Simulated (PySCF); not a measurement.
A GIAO shielding run with PySCF 2.14.0 with density-fitted response routines (density fitting, non-relativistic, gas phase) on `C[Si@@](N)(O)NCCCN`, C$_{4}$H$_{15}$N$_{3}$OSi:

```
$ OMP_NUM_THREADS=1 python probes_run.py task.json out

{"job": {"kind": "nmr", "xc": "PBE0", "basis": "pcSseg-1"}, "charge": 0, "multiplicity": 1}
C     -1.660952     1.573629    -0.583307
Si    -1.857083    -0.216263     0.019166
N     -2.819350    -0.163482     1.456805
O     -2.470163    -0.976867    -1.297959
N     -0.485388    -1.128387     0.547574
C      0.611540    -1.476524    -0.324567
C      1.591880    -0.332936    -0.607814
C      2.285230     0.178741     0.652134
N      3.290899     1.167190     0.291157
H     -2.626726     2.018721    -0.797544
H     -1.172265     2.190190     0.164064
H     -1.076103     1.619709    -1.496336
H     -2.948437    -1.010349     1.985164
H     -3.681708     0.352278     1.423768
H     -2.507307    -1.929753    -1.317407
H     -0.161324    -0.928653     1.480610
H      1.157210    -2.318735     0.116769
H      0.182339    -1.807339    -1.272919
H      2.354300    -0.678207    -1.307359
H      1.046064     0.488937    -1.073790
H      2.802823    -0.648671     1.148164
H      1.526818     0.574071     1.349956
H      2.848144     1.955917    -0.169419
H      3.757825     1.516546     1.121043
```

Hardware: 1 thread of an Intel Xeon, shared host. The job also computes population analyses, field gradients.

(1) How large is the calculation?

(2) How long does it take, and how much memory does it need?

Answers

(1) 82 electrons, 235 basis functions and 1228 auxiliary functions.

(2) 2.5 min of wall time, with 13 SCF cycles and 4 response iterations; peak memory 1.1 GiB. Times on a shared host scatter by some tens of per cent.
